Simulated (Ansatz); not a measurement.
`[CH3][SnH2][CH2][AlH2]` and `B[CH2][SnH2][CH3]` differ in one atom or group.

Ansatz, PBE0-D4/def2-TZVP geometries, multiplicity 1. Each molecule was computed in one conformer, which needn't be the lowest.

Elements past krypton have def2 core potentials.

| property | `[CH3][SnH2][CH2][AlH2]` |
| --- | --- |
| size of the dipole moment (PBE/def2-TZVPP) / D | 1.78 |
| LUMO energy (ωB97M-V/def2-TZVPP) / eV | 0.43 |
| size of the dipole moment (B3LYP/def2-TZVPP) / D | 1.70 |
| HOMO energy (PBE/def2-TZVPP) / eV | -6.44 |
| HOMO–LUMO gap (ωB97M-V/def2-TZVPP) / eV | 10.14 |
| HOMO–LUMO gap (PBE0/def2-TZVPP) / eV | 6.42 |

(1) What does the change do to each property? (Best estimate.)

## Answers

(1) The calculation gave: 
```tsv
property	`B[CH2][SnH2][CH3]`	shift
size of the dipole moment (PBE/def2-TZVPP) / D	2.08	0.30
LUMO energy (ωB97M-V/def2-TZVPP) / eV	1.06	0.63
size of the dipole moment (B3LYP/def2-TZVPP) / D	1.93	0.23
HOMO energy (PBE/def2-TZVPP) / eV	-7.00	-0.56
HOMO–LUMO gap (ωB97M-V/def2-TZVPP) / eV	11.28	1.14
HOMO–LUMO gap (PBE0/def2-TZVPP) / eV	7.33	0.91
```

With PBE0 the HOMO falls by 0.51 eV and the LUMO rises by 0.40 eV, so the gap widens by about 0.91 eV. PBE moves the HOMO by -0.56 eV and ωB97M-V by -0.51 eV. Dipoles are sizes alone; their direction can turn.

B3LYP here is the variant with VWN-RPA as its local correlation; programs differ in this.
